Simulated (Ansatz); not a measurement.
Start from `C[Si]1(N)[AlH][S]1` and change one element to get `C[Si]1(N)[AlH][Se]1`.

Ansatz, PBE0-D4/def2-TZVP geometries, multiplicity 1. Each molecule was computed in one conformer, which needn't be the lowest.

Scalar relativity is left out up to krypton.

| property | `C[Si]1(N)[AlH][S]1` |
| --- | --- |
| HOMO energy (PBE/def2-TZVPP) / eV | -5.08 |
| HOMO–LUMO gap (PBE/def2-TZVPP) / eV | 2.81 |
| HOMO energy (PBE0/def2-TZVPP) / eV | -6.07 |
| LUMO energy (PBE0/def2-TZVPP) / eV | -1.55 |
| size of the dipole moment (ωB97M-V/def2-TZVPP) / D | 1.95 |
| size of the dipole moment (PBE/def2-TZVPP) / D | 1.83 |

Problem. What does the change do to each property? (Best estimate.)

Solution. The calculation gave: 
```
                                          property  `C[Si]1(N)[AlH][Se]1`  shift
                 HOMO energy (PBE/def2-TZVPP) / eV                  -5.11  -0.03
               HOMO–LUMO gap (PBE/def2-TZVPP) / eV                   2.76  -0.05
                HOMO energy (PBE0/def2-TZVPP) / eV                  -6.08  -0.01
                LUMO energy (PBE0/def2-TZVPP) / eV                  -1.65  -0.10
size of the dipole moment (ωB97M-V/def2-TZVPP) / D                   2.21   0.26
    size of the dipole moment (PBE/def2-TZVPP) / D                   2.02   0.19
```

Dipoles are sizes alone; their direction can turn.

Spin–orbit coupling is left out; it splits and shifts lone-pair levels of the heavy atoms by tenths of an eV.
